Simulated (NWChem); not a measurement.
# SrF$_{2}$; SMILES [F][Sr][F]

Computed with NWChem. All runs use the structure optimised with PBE0/def2-SVP (def2 core potentials past Kr). Not confirmed as a minimum by frequencies. Level: PBE0/Sadlej pVTZ, non-relativistic; the question gives the wavelength of the field.

**Question.** Predict the results for field 589 nm. Quantities: isotropic polarisability (bohr³); anisotropy (bohr³).

**Answer.** 
* **isotropic polarisability (bohr³)**: 26.3
* **anisotropy (bohr³)**: 12.3
